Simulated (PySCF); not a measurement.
Geometry:
```json
{"atom": "C1", "x (Å)": "1.878", "y (Å)": "-0.001", "z (Å)": "-1.118"}
{"atom": "C2", "x (Å)": "0.695", "y (Å)": "0.467", "z (Å)": "-0.313"}
{"atom": "O3", "x (Å)": "0.568", "y (Å)": "1.635", "z (Å)": "0.027"}
{"atom": "N4", "x (Å)": "-0.222", "y (Å)": "-0.488", "z (Å)": "0.023"}
{"atom": "B5", "x (Å)": "-1.429", "y (Å)": "-0.216", "z (Å)": "0.802"}
{"atom": "O6", "x (Å)": "-2.230", "y (Å)": "-1.287", "z (Å)": "1.054"}
{"atom": "O7", "x (Å)": "-1.705", "y (Å)": "1.030", "z (Å)": "1.230"}
{"atom": "H8", "x (Å)": "2.488", "y (Å)": "0.865", "z (Å)": "-1.397"}
{"atom": "H9", "x (Å)": "2.488", "y (Å)": "-0.698", "z (Å)": "-0.522"}
{"atom": "H10", "x (Å)": "1.551", "y (Å)": "-0.533", "z (Å)": "-2.025"}
{"atom": "H11", "x (Å)": "-0.043", "y (Å)": "-1.435", "z (Å)": "-0.288"}
{"atom": "H12", "x (Å)": "-2.998", "y (Å)": "-1.025", "z (Å)": "1.572"}
{"atom": "H13", "x (Å)": "-0.976", "y (Å)": "1.617", "z (Å)": "0.933"}
```

Geometry: PBE0-D3(BJ)/def2-SVP; GIAO absolute shieldings from PySCF 2.14.0 with density-fitted response routines, gas phase, non-relativistic, averaged over equivalent atoms.

At PBE0/pcSseg-0 (75 basis functions, 7.2 s wall time on 1 thread of an Arm Neoverse V1, shared host):
| atoms | σ (ppm) |
| --- | --- |
| C2 | 2.4 |
| C1 | 164.7 |
| O3 | -125.1 |
| O6/O7 | 239.4 |
| N4 | 125.3 |
| B5 | 87.0 |
| H12/H13 | 26.98 |
| H11 | 28.18 |
| H8/H9/H10 | 30.48 |

Q: Predict the values at PBE0/cc-pVTZ on the same geometry.

A: 
```
    atoms  σ at PBE0/cc-pVTZ  change
       C2                7.6    +5.2
       C1              162.9    -1.8
       O3              -82.1   +43.0
    O6/O7              237.8    -1.6
       N4              127.6    +2.3
       B5               83.8    -3.2
  H12/H13              25.38   -1.60
      H11              25.78   -2.40
H8/H9/H10              29.36   -1.12
```

The largest change is at O3 (amide-type carbonyl oxygen). Cost: 294 basis functions, 76 s wall time on 1 thread of an Arm Neoverse V1, shared host.

Hydrogen bonding in solution deshields acid and N–H amide carbonyl carbons by as much as 10 ppm beyond these values.
